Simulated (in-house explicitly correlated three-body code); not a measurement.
Computed with an exponentially correlated three-body code. Model: two electrons around a point charge, non-relativistic, variational in 260 exponentially correlated functions (energies converged to about 1e-7 hartree, or 1e-8 relative for large Z).

Command:
```bash
python run_hyl.py task.json out
```
Settings (lengths in bohr, energies in hartree):
```
Z                      10
nuclear_mass           1000
interaction_strength   1
functions              260
states_tried           13
```

Time taken, with all properties: 29 s on 1 thread of Intel(R) Xeon(R) Platinum 8488C (Sapphire Rapids), with other jobs on the host.

**Those bound S and P states to n = 4 that converged, binding against the one-electron ion.**

Given: nuclear charge 10; mass of the centre 1000 electron masses.

Computed: one-electron threshold -49.95005 hartree.

```json
{"term": "1 1S", "energy (hartree)": "-93.8117972", "binding (eV)": "1193.5"}
{"term": "2 3S", "energy (hartree)": "-60.6079485", "binding (eV)": "290.02"}
{"term": "2 3P", "energy (hartree)": "?", "binding (eV)": "?"}
{"term": "2 1S", "energy (hartree)": "-60.2350078", "binding (eV)": "279.87"}
{"term": "2 1P", "energy (hartree)": "-59.9895301", "binding (eV)": "273.19"}
{"term": "3 3S", "energy (hartree)": "-54.5962869", "binding (eV)": "126.43"}
{"term": "3 3P", "energy (hartree)": "-54.5018254", "binding (eV)": "123.86"}
{"term": "3 1S", "energy (hartree)": "-54.4977223", "binding (eV)": "123.75"}
{"term": "3 1P", "energy (hartree)": "-54.4267594", "binding (eV)": "121.82"}
{"term": "4 3S", "energy (hartree)": "-52.5409327", "binding (eV)": "70.502"}
{"term": "4 3P", "energy (hartree)": "?", "binding (eV)": "?"}
{"term": "4 1S", "energy (hartree)": "-52.5010056", "binding (eV)": "69.415"}
{"term": "4 1P", "energy (hartree)": "-52.4713497", "binding (eV)": "68.608"}
```

(1) What belongs in the row 2 3P?

(2) What belongs in the row 4 3P?

**Converged states only, values per electron or pair.**

```tsv
term	mean r (bohr)	mean r squared (bohr²)	mean inverse r (1/bohr)	mean r12 (bohr)	mean inverse r12 (1/bohr)	mean cosine	mean p1 dot p2 (bohr⁻²)	delta r1 (bohr⁻³)	delta r12 (bohr⁻³)
1 1S	0.15603	0.032622	9.6778	0.22968	5.9324	-0.012888	1.178	296.73	32.541
2 3S	0.39315	0.25078	6.1499	0.66124	1.7812	-0.0042785	0.087143	175.26	-
2 3P	0.34695	0.19262	6.1316	0.57914	2.1051	-0.072689	-6.4117	157.5	-
2 1S	?	?	?	?	?	?	?	?	?
2 1P	0.35538	0.20355	6.1134	0.57325	2.2888	0.053214	6.1385	158.96	1.5602
3 3S	0.80233	1.216	5.5032	1.4651	0.87101	-0.0014141	0.022216	163.47	-
3 3P	0.76116	1.0997	5.4981	1.385	0.95741	-0.017379	-1.4919	158.39	-
3 1S	?	?	?	?	?	?	?	?	?
3 1P	0.77303	1.1376	5.4932	1.4038	1.0109	0.01283	1.5235	158.71	0.50424
4 3S	1.3783	3.8361	5.2796	2.6124	0.50947	-0.00060357	0.0079904	160.68	-
4 3P	1.3421	3.6568	5.2774	2.5407	0.54455	-0.0068254	-0.58176	158.56	-
4 1S	1.398	3.9534	5.2772	2.651	0.54261	-0.00092214	0.009694	160.61	0.69562
4 1P	1.3578	3.7478	5.2755	2.5702	0.56685	0.0050504	0.60452	158.69	0.21824
```

(3) What belongs in the row 2 1S?

(4) What belongs in the row 3 1S?

Answers

(1) energy (hartree): -60.263631; binding (eV): 280.65.

(2) energy (hartree): -52.502145; binding (eV): 69.446.

(3) mean r (bohr): 0.4033; mean r squared (bohr²): 0.26637; mean inverse r (1/bohr): 6.128; mean r12 (bohr): 0.67403; mean inverse r12 (1/bohr): 2.09; mean cosine: -0.0068799; mean p1 dot p2 (bohr⁻²): 0.086263; delta r1 (bohr⁻³): 174.35; delta r12 (bohr⁻³): 5.7213.

(4) mean r (bohr): 0.8171; mean r squared (bohr²): 1.2661; mean inverse r (1/bohr): 5.4974; mean r12 (bohr): 1.4929; mean inverse r12 (1/bohr): 0.95299; mean cosine: -0.00217; mean p1 dot p2 (bohr⁻²): 0.025131; delta r1 (bohr⁻³): 163.28; delta r12 (bohr⁻³): 1.6644.
